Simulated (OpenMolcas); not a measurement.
Ta2+ among 6 point charges of -1.7 e arranged as an octahedron (Oh), 2.32 Å from the ion.

```json
{
 "Program": "OpenMolcas",
 "Method": "SS-CASPT2, IPEA 0.25 Eh, imaginary shift 0.1 Eh (closed shells correlated: 4f 5s 5p)",
 "Basis": "ANO-RCC-VDZP [7s6p4d2f1g]",
 "Scalar Hamiltonian": "DKH2, point nucleus",
 "Active space": "3 electrons in 5 orbitals (5d)",
 "State averaging": "2S+1 = 4 even, 10 roots; 2S+1 = 2 even, 40 roots",
 "Spin-orbit coupling": "state interaction with AMFI integrals over the reference wave functions"
}
```

Task: What is the spin-free ground state (labels of O, the rotations of Oh)?

Result: 4A2, 1-fold in its orbital part, 100 % from free-ion F terms; it has the highest spin that d3 allows.

Task: Where is the first state of the same spin?

Result: 4T2 at 14200 cm-1 above the ground state.

Task: What are the lowest two levels with spin-orbit coupling?

Result: A 4-fold level Γ8, then a 4-fold level Γ8 9270 cm-1 above it. Their leading multiplicities are 4 (97 %) and 2 (81 %).

Task: What is χT at 300 K, and how does it compare with the textbook value?

Result: The lowest level has 2S+1 = 4, for which the spin-only value is χT = S(S+1) / 2 = 1.875 cm3 K/mol (g = 2). The computed 1.164 at 300 K differs by -0.711, through orbital momentum, spin-orbit coupling and any other state in reach.

Roots that are degenerate in the reference are averaged as groups; the widest CASPT2 spread within a group is 380 cm-1 (the 3-fold group of multiplicity 2 near 24900 cm-1 above the lowest state of its run). Shifts and gaps below about the spread of the groups concerned are not significant. Free-ion shares, where given, are those of the reference states; single-state CASPT2 does not remix them. This is an electrostatic model: the charges have no orbitals. No measured value stands beside these numbers.
